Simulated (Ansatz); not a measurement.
`O[Si](O)(Cl)N[SiH2]Cl` + `C=CF` → `O[SiH](O)N[SiH2]Cl` + `F/C=C/Cl`  (formal exchange of groups at the Si–Cl bond)

Gas-phase electronic energies from Ansatz, PBE0-D4/def2-TZVP geometries. CBS: MP2 limit from def2 TZ/QZ plus the TZ coupled-cluster correction, frozen cores. DFT in def2-TZVPP. One conformer a species, not always the lowest.

(1) Is it downhill or uphill in electronic energy at CCSD(T)/CBS, and by how much? (Estimate.)

(2) What do these levels give: PBE-D4, PBE0-D4, ωB97X-V, ωB97M-V, B2PLYP, PBE0, HF/def2-TZVPP, MP2/def2-TZVPP, SCS-MP2/def2-TZVPP, HF/def2-QZVPP, HF/CBS(def2), MP2/CBS(def2)? (Best estimate.)

Largest T1 diagnostic among the species: 0.012.

## Answers

(1) Computed: Uphill: ΔE = +44.2 kcal/mol.

(2) The calculation gave: PBE-D4 41.3, PBE0-D4 43.3, ωB97X-V 43.4, ωB97M-V 44.4, B2PLYP 43.1, PBE0 42.4, HF/def2-TZVPP 45.8, MP2/def2-TZVPP 44.7, SCS-MP2/def2-TZVPP 43.6, HF/def2-QZVPP 45.8, HF/CBS(def2) 45.8, MP2/CBS(def2) 45.4 kcal/mol.

The D4 term adds +1.6 kcal/mol with B3LYP and +0.9 kcal/mol with PBE0; it sums over pairs of atoms, weighted by their polarisabilities, and B3LYP, whose exchange is more repulsive, gets the larger term. In def2-TZVPP, CCSD(T) changes the Hartree–Fock value by −2.3 kcal/mol (the triples alone add −0.5 kcal/mol) and MP2 by −1.1 kcal/mol.

B3LYP here is the variant with VWN-RPA as its local correlation; programs differ in this.
